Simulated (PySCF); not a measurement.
**Frontier orbitals and the lowest excitations**

Species: C2H6BClO.
Z-matrix (Å and degrees, PBE0-D3(BJ)/def2-SVP geometry), rows numbered from 1:
```
C 
O   1  1.4037
B   2  1.3427  1  124.88
C   3  1.5707  2  125.80  1     0.37
Cl  3  1.7774  2  114.61  1   178.83
H   1  1.1017  2  109.97  3   100.61
H   1  1.0996  2  108.48  3  -141.21
H   1  1.1011  2  112.67  3   -20.89
H   4  1.1048  3  108.91  2    85.62
H   4  1.0983  3  111.56  2  -156.78
H   4  1.1005  3  113.41  2   -33.45
```

Computed, not measured: TDDFT PBE0/def2-SVPD, vertical, gas phase, core orbitals frozen in the response in PySCF.

Frontier orbitals with the atoms that hold most of them (Löwdin shares over 4%, at most four atoms; ? is withheld):

```json
{"orbital": "LUMO+2", "ε (eV)": "1.09", "atoms": "C1 21%, Cl5 17%, H6 14%, H7 13%"}
{"orbital": "LUMO+1", "ε (eV)": "0.25", "atoms": "B3 41%, C1 11%, C4 9%, Cl5 8%"}
{"orbital": "LUMO", "ε (eV)": "0.04", "atoms": "?"}
{"orbital": "HOMO", "ε (eV)": "?", "atoms": "Cl5 72%, C4 10%, B3 10%"}
{"orbital": "HOMO-1", "ε (eV)": "-8.80", "atoms": "?"}
{"orbital": "HOMO-2", "ε (eV)": "-9.24", "atoms": "O2 40%, Cl5 20%, C4 10%, B3 9%"}
{"orbital": "HOMO-3", "ε (eV)": "-9.88", "atoms": "Cl5 30%, O2 25%, B3 12%, C1 11%"}
```

Q: Which atoms hold the LUMO, and with what shares?

A: B3 (bonded to C, Cl and O) 41%; O2 (bonded to B and C) 17%; Cl5 (bonded to B) 16%; C4 (bonded to B and 3 H) 13%.

Q: Which atoms hold the HOMO-1, and with what shares?

A: Cl5 (bonded to B) 53%; O2 (bonded to B and C) 26%; C1 (bonded to O and 3 H) 7%; B3 (bonded to C, Cl and O) 6%.

Q: What is the HOMO energy, and the HOMO–LUMO gap?

A: ε(HOMO) = -8.62 eV; the gap is 8.66 eV (0.3184 hartree).

Q: How does S1 compare with the orbital gap of 8.66 eV?

A: S1 is at 6.99 eV (f = 0.0012), 1.67 eV below the gap, made of HOMO→LUMO (92%). Without the coupling terms of the response equations the lowest excitation would equal the gap.

Q: One configuration dominates each of S1, S2, S3, S4, S5 and S6. Which, and how do the shares of the two leading atoms of either orbital change from the occupied to the empty one?

A: 
- S1 (6.99 eV, f 0.0012), HOMO→LUMO (92%): Cl5 72% → 16%, C4 10% → 13%, B3 10% → 41%, O2 at most 4% → 17%
- S2 (7.51 eV, f 0.0025), HOMO-2→LUMO (89%): O2 40% → 17%, Cl5 20% → 16%, B3 9% → 41%
- S3 (7.73 eV, f 0.173), HOMO-1→LUMO (92%): Cl5 53% → 16%, O2 26% → 17%, B3 6% → 41%
- S4 (7.81 eV, f 0.044), HOMO→LUMO+1 (90%): Cl5 72% → 8%, C4 10% → 9%, B3 10% → 41%, C1 at most 4% → 11%
- S5 (7.95 eV, f 0.049), HOMO-1→LUMO+1 (96%): Cl5 53% → 8%, O2 26% → at most 8%, B3 6% → 41%, C1 7% → 11%
- S6 (8.33 eV, f 0.0091), HOMO-2→LUMO+1 (88%): O2 40% → at most 8%, Cl5 20% → 8%, B3 9% → 41%, C1 at most 10% → 11%

Löwdin shares depend on the basis, the more so with diffuse functions.

One conformer stands for the species.
